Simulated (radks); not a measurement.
Results of a calculation; reference values are marked as such.
Radial electron density D(r) = 4 pi r^2 rho(r) of an atom or ion with 19 electrons. Level of theory: scalar-relativistic Kohn-Sham, r2SCAN, spin-polarised, spherical densities, finite nucleus; meta-GGA in the generalised Kohn-Sham scheme; Fermi nuclear charge, rms radius of each element as measured or else 0.836 A^(1/3) + 0.57 fm (a radial shooting solver on a logarithmic mesh with Libxc functionals).

```
   r/bohr * D(r) (the largest magnitude, 24.4, reaches the edge; | marks zero)
 0.002887 |*
 0.003759 | *
 0.004934 |  *
 0.006425 |    *
 0.008434 |       *
  0.01098 |           *
   0.0143 |                 *
  0.01877 |                         *
  0.02444 |                                  *
  0.03208 |                                           *
  0.04177 |                                                  *
  0.05483 |                                                    *
   0.0714 |                                                *
  0.09371 |                                         *
    0.122 |                                     *
   0.1602 |                                          *
   0.2086 |                                                   *
   0.2738 |                                                      *
   0.3565 |                                          *
   0.4642 |                        *
   0.6093 |             *
   0.7933 |              *
    1.041 |                *
    1.356 |            *
     1.78 |     *
    2.318 | *
    3.042 |*
    3.961 |*
    5.199 *
     6.77 *
    8.886 *
```

What is the nuclear charge?

Answer. Z = 20. The innermost maximum, from 1s, lies near gamma/Z bohr with gamma = sqrt(1 - (Z/c)^2) = 0.989, here 0.0495 bohr (found: 0.0527), and its height grows with Z. The density is that of the calcium ion Ca+ in [Ar] 4s1; the configuration itself is not fixed sharply by these data, and Z only to about a unit. D(r) has 3 maxima, at r = 0.0527, 0.255, 1.01 bohr, and minima at 0.123, 0.660 bohr, inside which lie 2.16, 10.34 electrons.
